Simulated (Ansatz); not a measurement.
A run for Ansatz (a quantum-chemistry and plane-wave program): R-PBE/def2-TZVPP on Br2Ge (SMILES [Br][Ge][Br]), atoms moved off the minimum.

Ansatz 0.2 input:
```yaml
crystal:
  periodic: [false, false, false]
  atoms:
    - {symbol: Ge, position_ang: [0.01840232, -0.03910865, 0.96602984]}
    - {symbol: Br, position_ang: [0.96614640, -1.51398027, -0.50647733]}
    - {symbol: Br, position_ang: [-0.98387712, 1.50677239, -0.51015514]}
basis:
  gaussian:
    orbitals: def2-TZVPP
hamiltonian:
  xc: {name: PBE}
scf: {lower_state_search: off}
output: {forces: true}
```

It printed:

```
WARN ansatz: RAYON_NUM_THREADS=4 ignored (pool sized by the plan → 4); use --threads N
Functional definition: PBE
these checks for a lower state are left out or cut short: stability, starts, cluster_reference, orbital_swaps, neighbouring_geometries, increment
integrals: 0.08 GiB planned
1110 factors; their error is unknown
mean field: 0.49 GiB planned
mean field evaluation 1: about -196583.0829 eV, gradient 2.5e1 eV
mean field evaluation 2: about -196580.2136 eV, gradient 4.3e1 eV
mean field evaluation 4: about -196583.9185 eV, gradient 2.3e0 eV
mean field evaluation 8: about -196583.8797 eV, gradient 9.3e-2 eV
mean field evaluation 16: about -196583.8797 eV, gradient 5.6e-6 eV
mean field -196583.87968450 eV, -7224.3243290659 hartree, gradient 5.6e-6 eV, S^2 0.000000; 0 other end points of the search recorded, 0 dependent functions left out
the calculation of the forces begins
reference -196583.87971502 eV, -7224.3243301876 hartree; 51, 51 occupied and 93, 93 virtual orbitals, 1110 factors
Total energy: -196583.87971502 eV, -7224.3243301876 hartree
Atom 0 at     0.018402    -0.039109     0.966030 Å, force    -0.330296     0.514806     0.688718 eV/Å
Atom 1 at     0.966146    -1.513980    -0.506477 Å, force     0.411985    -0.640959    -0.603249 eV/Å
Atom 2 at    -0.983877     1.506772    -0.510155 Å, force    -0.081689     0.126154    -0.085469 eV/Å
Dipole moment:     0.044837    -0.067980     0.322992 e Å
Checks for a lower state left out: stability, starts, cluster_reference, orbital_swaps, neighbouring_geometries, increment
```

Self-consistency was reached.

Cost: about 2.4 core-seconds (a rough figure).
